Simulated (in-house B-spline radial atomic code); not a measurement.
Checks on a self-consistent run for Fe V (Fe4+), [Ar] 3d3 7p1. Level of theory: Dirac-Hartree-Fock, average of configuration, Fermi nucleus of rms radius 3.7377 fm; calculated with a B-spline radial code for spherical atoms.

```
orbital        q      ε (Eh)     <1/r>       <r²>  small-component weight
  1s1/2        2  -266.90199   25.9818   0.004591               0.0087491
  2s1/2        2   -35.62282   5.61514  0.0829631               0.0016259
  2p1/2        2   -30.98963   5.53156  0.0665386               0.0015907
  2p3/2        4   -30.52393   5.43532  0.0681009               0.0015694
  3s1/2        2    -7.15435   1.79847    0.70291              0.00036679
  3p1/2        2    -5.64780   1.68484   0.762465              0.00033091
  3p3/2        4    -5.58190   1.66495   0.775618              0.00032662
  3d3/2      1.2    -3.48723   1.44644   0.899542              0.00025567
  3d5/2      1.8    -3.47968   1.44203   0.904074              0.00025463
  7p1/2  0.33333    -0.36146   0.13772    116.668              1.1629e-05
  7p3/2  0.66667    -0.36053  0.137254    117.283              1.1582e-05
```

Electron-electron repulsion V_ee = 417.3744 hartree.

Q: What total energy follows from the eigenvalues?

A: The eigenvalues count the repulsion twice, so E = Σqε - V_ee = -847.865 - 417.374 = -1265.240 hartree; the run printed -1265.240.

Q: Does the Dirac virial theorem hold?

A: For a point nucleus E = -2c²Σq·w, with w the small-component weight. Here Σq·w = 0.033688 and c = 137.0360, so the ratio E/(-2c²Σq·w) is 1.000006; the finite nucleus accounts for the departure from 1.

Q: What diamagnetic shielding (Lamb formula) and susceptibility (Langevin formula) do the radii give?

A: σ = (α²/3)Σq<1/r> = 114.094/(3·137.036²) = 2025.2 ppm, and χ = -0.79199×10⁻⁶·Σq<r²> = -100.1×10⁻⁶ cm³/mol with Σq<r²> = 126.4 bohr². Both are non-relativistic formulas without the paramagnetism of open shells.
